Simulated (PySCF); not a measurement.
Gas-phase reaction: 3 SnH₃Cl = 2 SnH₂ + 5 H + SnCl₃. Level: PBE0/def2-TZVP; standard pressure 1 bar.

Computed with PySCF and rigid-rotor harmonic-oscillator thermochemistry at 1 bar. Open shells (unrestricted): H (multiplicity 2), SnCl₃ (multiplicity 2); the rest are closed-shell singlets. Sn: scalar-relativistic def2 core potential, no spin-orbit coupling. SnH₃Cl, SnH₂, SnCl₃: computed as isolated molecules; such fragments, hydroxides, amides, oligomers or adducts are transient or little studied in the gas. The harmonic model lacks anharmonicity and excited electronic states, which grow with temperature; levels with a mode under 35 cm⁻¹ are left out. Soft modes under 120 cm⁻¹ make the harmonic entropy rough for SnCl₃.

| T (K) | 1000/T (1/K) | log10 K |
|---|---|---|
| 1200 | 0.8333 | -25.70 |
| 1400 | 0.7143 | -17.54 |
| 1600 | 0.6250 | -11.42 |
| 1800 | 0.5556 | ? |
| 2000 | 0.5000 | -2.88 |
| 2500 | 0.4000 | 3.94 |

Question: Fit log10 K = a + b·(1000/T) to the five rows, get the mean ΔH° and ΔS°, and predict log10 K at 1800 K.

Answer: Means: 1000/T = 0.6145, log10 K = -10.720. Sums of products about the means: Sxy = -8.00786, Sxx = 0.117064, so b = Sxy/Sxx = -68.41 and a = -10.720 − (-68.41)×0.6145 = 31.32.
ΔH° = −R ln 10 × 1000 K × b = −19.145 × (-68.41) = 1310 kJ; ΔS° = R ln 10 × a = 600 J/K. The run's own values go from 1312 kJ and 602 J/K at 1200 K to 1300 kJ and 596 J/K at 2500 K.
Prediction at 1800 K: 31.32 + (-68.41)×0.5556 = -6.69. The computed value is -6.67, 0.02 from the line.
For scale, ΔH°(298 K) is 1290 kJ at this level, 1335 kJ at ωB97M-V/def2-TZVP†, and runs from 1063 to 1439 kJ over the 17 levels computed († marks an energy on the PBE0/def2-TZVP geometry).
